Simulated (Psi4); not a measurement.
Li (SMILES [Li-]), charge -1, singlet (a gas-phase anion, which may not be bound at this level). Base run: PBE0/6-31G (Psi4).

Here is a job for Psi4.
```
memory 2 GB

molecule mol {
-1 1
Li    0.000000    0.000000    0.000000
}

set {
  basis 6-31g
  reference rks
}

energy('pbe0')
print_variables()
```

Each row names what was changed in the base input (with any setting that the change needs).

```
change                                        ΔE vs base (mEh)  SCF cycles  grid points  basis functions        outcome
--------------------------------------------  ----------------  ----------  -----------  ---------------  -------------
base                                                     0.000           4        21436                9      converged
dft_spherical_points = 590                               0.000           4        41668                9      converged
df_basis_scf = def2-universal-jkfit                      0.000           4        21436                9      converged
dft_basis_tolerance = 1e-8                               0.000           4        20530                9      converged
ints_tolerance = 1e-8                                    0.000           4        21436                9      converged
dft_spherical_points = 974                               0.000           4        68180                9      converged
dft_spherical_points = 110                               0.000           4         7810                9      converged
dft_spherical_points = 194                               0.000           4        13774                9      converged
cholesky_tolerance = 1e-3 (with scf_type cd)             0.000           4        21436                9      converged
guess = sapgau                                           0.000           4        21436                9      converged
guess = sadno                                            0.000           4        21436                9      converged
d_convergence = 1e-10                                    0.000           6        21436                9      converged
df_basis_scf = cc-pvtz-jkfit                                 -           -            -                9  input refused
```

A gas-phase anion may not be bound at this level; its values then depend on the basis.

- df_basis_scf = cc-pvtz-jkfit: ended with `psi4.driver.qcdb.exceptions.BasisSetNotFound: BasisSet::construct: Unable to find a basis set for atom 1 for key JKFIT among:`
